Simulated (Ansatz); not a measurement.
`SC#Cc1ccc(C#Cc2ccc(C#Cc3ccc(C#Cc4ccc(S)cc4)cc3)cc2)cc1`, relaxed as a singlet with RKS r2SCAN-D4/def2-SVP in Ansatz, starting from the GFN2-xTB geometry. Force threshold 0.03 eV/Å.

Single mean-field runs in def2-SVP are fitted with def2-universal-jkfit.

Start:

Cartesian coordinates in Å:
```
S 1.347 -8.051 12.954
C 1.261 -7.134 11.533
C 1.140 -6.554 10.482
C 1.019 -5.811 9.285
C 2.069 -5.775 8.364
C 1.943 -5.051 7.198
C 0.766 -4.348 6.928
C 0.635 -3.608 5.731
C 0.520 -2.977 4.707
C 0.385 -2.234 3.513
C -0.066 -2.854 2.345
C -0.196 -2.130 1.180
C 0.125 -0.770 1.156
C -0.008 -0.029 -0.038
C -0.125 0.606 -1.059
C -0.248 1.346 -2.256
C 0.848 1.481 -3.111
C 0.734 2.202 -4.280
C -0.479 2.807 -4.619
C -0.605 3.544 -5.818
C -0.731 4.178 -6.839
C -0.897 4.917 -8.031
C -0.661 6.293 -8.046
C -0.840 7.021 -9.205
C -1.257 6.383 -10.366
S -1.509 7.266 -11.876
C -1.492 5.012 -10.361
C -1.313 4.284 -9.204
C -1.574 2.675 -3.761
C -1.460 1.953 -2.593
C 0.575 -0.150 2.324
C 0.704 -0.874 3.490
C -0.283 -4.383 7.851
C -0.157 -5.107 9.016
H 2.153 -7.197 13.597
H 2.978 -6.319 8.574
H 2.753 -5.023 6.483
H -0.314 -3.905 2.365
H -0.546 -2.608 0.276
H 1.785 1.013 -2.846
H 1.581 2.306 -4.942
H -0.338 6.787 -7.142
H -0.655 8.086 -9.204
H -1.152 8.461 -11.408
H -1.812 4.526 -11.270
H -1.497 3.220 -9.199
H -2.511 3.145 -4.023
H -2.307 1.851 -1.929
H 0.820 0.902 2.305
H 1.051 -0.397 4.395
H -1.192 -3.838 7.642
H -0.966 -5.136 9.732
```

**Question.** Estimate the energy that the relaxation releases and the steps that it takes.

**Answer.** 48.9 kJ/mol, in 48 steps; 3.9 min on 2 threads of AMD EPYC 7R13 on a shared host and a share (18 GiB) of an NVIDIA H100 80GB HBM3. The force fell under the threshold at step 10, but the optimiser went on and released 0.196 eV more. No frequencies were taken in this run, so the end may be a saddle point.

**Question.** Does the start keep its bonding?

**Answer.** By distances, no bond broke or formed. The bond that changes most is C2–C3, from 1.21 to 1.23 Å (atoms count from 1).

**Question.** Predict the relaxed structure.

**Answer.** 
Cartesian coordinates in Å:
```
S 1.309 -8.151 13.062
C 1.287 -7.222 11.661
C 1.159 -6.587 10.620
C 1.029 -5.845 9.419
C 2.070 -4.994 8.976
C 1.940 -4.269 7.800
C 0.766 -4.364 7.014
C 0.634 -3.622 5.814
C 0.519 -2.981 4.775
C 0.385 -2.240 3.575
C -0.765 -2.380 2.762
C -0.897 -1.655 1.587
C 0.116 -0.757 1.172
C -0.019 -0.016 -0.027
C -0.138 0.627 -1.065
C -0.278 1.368 -2.263
C 0.705 2.311 -2.651
C 0.567 3.039 -3.824
C -0.559 2.856 -4.663
C -0.701 3.599 -5.861
C -0.825 4.243 -6.897
C -0.970 4.987 -8.094
C -0.020 5.969 -8.461
C -0.162 6.700 -9.635
C -1.261 6.476 -10.485
S -1.513 7.360 -11.992
C -2.213 5.500 -10.131
C -2.070 4.770 -8.958
C -1.540 1.911 -4.276
C -1.403 1.184 -3.103
C 1.267 -0.618 1.985
C 1.399 -1.344 3.159
C -0.273 -5.216 7.458
C -0.146 -5.942 8.634
H 2.549 -7.801 13.486
H 2.982 -4.912 9.573
H 2.750 -3.614 7.468
H -1.553 -3.070 3.073
H -1.789 -1.770 0.967
H 1.578 2.461 -2.011
H 1.331 3.765 -4.113
H 0.837 6.151 -7.807
H 0.588 7.454 -9.893
H -0.411 8.136 -11.903
H -3.072 5.315 -10.784
H -2.815 4.016 -8.692
H -2.413 1.761 -4.916
H -2.167 0.459 -2.813
H 2.055 0.073 1.674
H 2.292 -1.229 3.779
H -1.185 -5.297 6.861
H -0.956 -6.596 8.966
```
Bond lengths: 35 × C–C 1.23 to 1.42 Å; 2 × C–S 1.68 to 1.77 Å; 16 × C–H 1.09 Å; 2 × H–S 1.35 to 1.36 Å.
